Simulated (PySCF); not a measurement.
GeH7NSi, SMILES N[SiH2][GeH3]. Coordinates come from a PBE-D3(BJ)/def2-SVP optimisation. This is a generated structure with no PubChem entry under its InChIKey; it may be hypothetical. One conformer was computed; it need not be the lowest.

### Question
Give the equilibrium geometry at PBE-D3(BJ)/def2-SVP (PySCF confirms it by a frequency run) as bond lengths and angles, and its point group. (The exact figures need the calculation; the answer reports its results.)

### Answer
Several could match; the one computed here: point group Cs.
Atoms: Si1 N2 Ge3 H4 H5 H6 H7 H8 H9 H10. Bonded distances (Å): Si1–N2 1.755, Si1–Ge3 2.408, Si1–H4 1.505, Si1–H5 1.505, N2–H6 1.025, N2–H7 1.025, Ge3–H8 1.556, Ge3–H9 1.556, Ge3–H10 1.556. Bond angles (°): N2–Si1–Ge3 115.0, N2–Si1–H4 107.6, N2–Si1–H5 107.6, Ge3–Si1–H4 108.4, Ge3–Si1–H5 108.4, H4–Si1–H5 109.6, Si1–N2–H6 116.7, Si1–N2–H7 116.7, H6–N2–H7 108.8, Si1–Ge3–H8 110.6, Si1–Ge3–H9 113.8, Si1–Ge3–H10 110.6, H8–Ge3–H9 107.4, H8–Ge3–H10 106.6, H9–Ge3–H10 107.4.
